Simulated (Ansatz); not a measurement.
A made-up structure of LiAlF2, singlet:

Li1  (1.502, 2.450, 1.390)
Al2  (0.167, 0.004, 0.051)
F3  (0.980, -1.277, 0.748)
F4  (1.167, 1.335, -0.086)
(Å)

It is relaxed with PBE-D4/def2-SVP and then PBE0-D4/def2-TZVP (Ansatz 0.2.0). Atoms count as bonded within 1.22 times the sum of their covalent radii (H–H: 0.88 Å). The end point is not checked to be a true minimum.

Task: Does its bonding change? (Judge from chemistry; the calculation decides.)

Result: Computed: Yes. Formed: Li1–Al2; broken: none.

Where it ends: The first stage lowers the energy by 0.78 eV in 8 steps. It ends as LiAlF₂ ([F][Al]1[Li][F]1):
Li1  (0.991, 2.560, 0.947)
Al2  (0.362, 0.145, 0.759)
F3  (0.724, -1.384, 0.199)
F4  (1.739, 1.190, 0.200)
(Å)

Labels in which every atom is bracketed show which atoms are joined, not bond orders.

For scale, one of the runs: PBE0-D4/def2-TZVP relaxation, 113 basis functions, launched by `ansatz run in.yaml --threads 2 --pin off --events-out ev --progress --plain --max-ram 4352MiB`. The run took about 10 s on 2 CPU threads of an Arm Neoverse V2 (shared host).
